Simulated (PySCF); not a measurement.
# Sb²⁺: ionisation energy

Sb²⁺ [Kr] 4d10 5s2 5p1 (2P) → Sb³⁺ [Kr] 4d10 5s2 (1S), as a difference of total energies. Computed with PySCF 2.14 in aug-cc-pVDZ-PP with ECP28MDF (5s4p3d, 32 functions), with scalar relativity through the core potential. Correlated levels: valence: 4s2 4p6 4d10 frozen. The calculations carry no spin-orbit coupling.

```tsv
method	ionisation energy (eV)	difference from reference (eV)
UHF	24.106	-1.217
LDA	24.896	-0.427
PBE	24.695	-0.628
PBE0	24.725	-0.598
r2SCAN	24.859	-0.464
M06	24.494	-0.829
M06-L	24.285	-1.038
BLYP	24.641	-0.682
r2SCAN0	24.869	-0.454
MP2 (valence)	24.241	-1.082
SCS-MP2 (valence)	24.224	-1.099
```

Reference: 25.323 eV (measured; NIST Atomic Spectra Database, ionization energies).

The reference lies between the lowest fine-structure levels, while these numbers refer to the centres of the terms.

Errors of the correlated levels include the incompleteness of this basis and the frozen core.
